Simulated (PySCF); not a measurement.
# One molecule, several mistakes: AlBCGeH6

These are calculations, not measurements. They come from PySCF 2.14.0, an open-source quantum chemistry program, on an isolated molecule that a program drew, which may never have been made. The molecule is AlBCGeH6 (charge 0, singlet), drawn as the SMILES string `[Al][CH2][BH][GeH3]`.

Each row is a Hartree-Fock (HF) and frozen-core CCSD(T) single point in the cc-pV(D+d)Z basis, meant for a local HF minimum. Run 1 is clean. Each other run has one planted mistake out of seven kinds, and not every kind appears here: one electron removed, one electron added, multiplicity raised by two, geometry at a saddle point, minimal basis STO-3G, one bond length entered in bohr, all coordinates scaled. The reference is restricted for singlets and unrestricted otherwise, and also for a bond in bohr. Adding or removing an electron swaps singlet and doublet. Electrons count all cores. HOMO and LUMO are orbital energies over both spins, the gradient is its largest component, and the lowest frequency (negative if imaginary) is given only where the gradient is small. Bond lengths are over the 9 bonds as drawn. T1 is the CCSD diagnostic: over 0.02 (restricted) or 0.045 (unrestricted) a single reference is doubtful. Germanium has the cc-pVDZ-PP basis, with a core potential (ECP10MDF) in place of its 10 inner electrons, and its 3s, 3p and 3d shells are frozen in CCSD(T).

Geometry of the clean run:
```xyz
10
AlBCGeH6, angstrom
Al   -1.0371   -3.0426   -2.5691
C    -0.9606   -1.0017   -2.3826
B    -1.7563   -0.4335   -1.2147
Ge   -0.9373   -0.1170    0.6871
H    -1.3439   -0.7545   -3.3850
H     0.1309   -0.8723   -2.3510
H    -2.9344   -0.2102   -1.3441
H    -1.7176   -0.8695    1.7820
H    -0.9718    1.3741    1.0650
H     0.5310   -0.5762    0.7926
```

| run | electrons | basis functions | <S^2> | HOMO (eV) | LUMO (eV) | gradient (hartree/bohr) | lowest frequency (cm^-1) | mean bond (Å) | longest bond (Å) | T1 | HF (hartree) | CCSD(T) (hartree) | mistake |
|---|---|---|---|---|---|---|---|---|---|---|---|---|---|
| 1 | 62 | 104 | 0.000 | -8.06 | 0.78 | 1.3e-05 | 52 | 1.5219 | 2.095 | 0.0155 | -601.30446 | -601.75516 | no fault |
| 2 | 62 | 104 | 0.000 | -8.08 | 0.71 | 2.2e-02 | - | 1.5706 | 2.162 | 0.0159 | -601.29695 | -601.75068 | all coordinates scaled |
| 3 | 62 | 104 | 2.009 | -6.44 | -0.26 | 1.7e-02 | - | 1.5219 | 2.095 | 0.0209 | -601.25081 | -601.67462 | multiplicity raised by two |
| 4 | 63 | 104 | 0.822 | -0.28 | 5.83 | 3.4e-02 | - | 1.5219 | 2.095 | 0.0373 | -601.29464 | -601.76056 | ? |
| 5 | 61 | 104 | 0.792 | -14.53 | -6.26 | 3.4e-02 | - | 1.5219 | 2.095 | 0.0188 | -601.04229 | -601.45630 | ? |

**Which mistake was planted in run 4, and what did it cost?**

It counts 63 electrons, one more than the clean run, at the same geometry and basis. So the mistake is: one electron added. Subtracting run 1 and multiplying by 627.51 kcal/mol a hartree, the energy moved by 6.2 kcal/mol in HF and -3.4 kcal/mol in CCSD(T).

**Which mistake was planted in run 5, and what did it cost?**

It counts 61 electrons, one fewer than the clean run, at the same geometry and basis. So the mistake is: one electron removed. Subtracting run 1 and multiplying by 627.51 kcal/mol a hartree, the energy moved by 164.5 kcal/mol in HF and 187.5 kcal/mol in CCSD(T).

